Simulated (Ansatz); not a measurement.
System: KI (charge +1, doublet). SMILES of the parent species: [K][I]
Geometry from a B3LYP-D3(BJ)/def2-TZVP (Ansatz, a first-principles code) optimisation:
```xyz
2

K      0.0000     0.0000    -2.6587
I      0.0000     0.0000     0.9531
```
Charge +1, spin multiplicity 2.

Parts of the frozen-core correlation energy in def2-SVP (Ansatz, hartree). Frozen orbitals: 18; correlated occupied orbitals by spin: 4 and 3; virtual: 28 and 29. UHF or UKS for open shells. No spin-orbit coupling. In def2 rows, elements after Kr have scalar-relativistic effective core potentials.

| term | value |
|---|---|
| reference (HF) | -895.58808 |
| MP2 opposite-spin | -0.05843 |
| MP2 same-spin | (withheld) |
| CCSD correlation | (withheld) |
| (T) | (withheld) |
| CCSDT minus CCSD(T) | -0.00017 |
| CCSDT(Q) minus CCSD(T) | -0.00029 |
| T1 diagnostic | 0.006 |
| largest doubles amplitude | 0.044 |
| <S^2> of the reference | 0.756 |

Problem. Fill in the missing entries.

Solution. 
- MP2 same-spin, value: -0.02018
- CCSD correlation, value: -0.09123
- (T), value: -0.00090
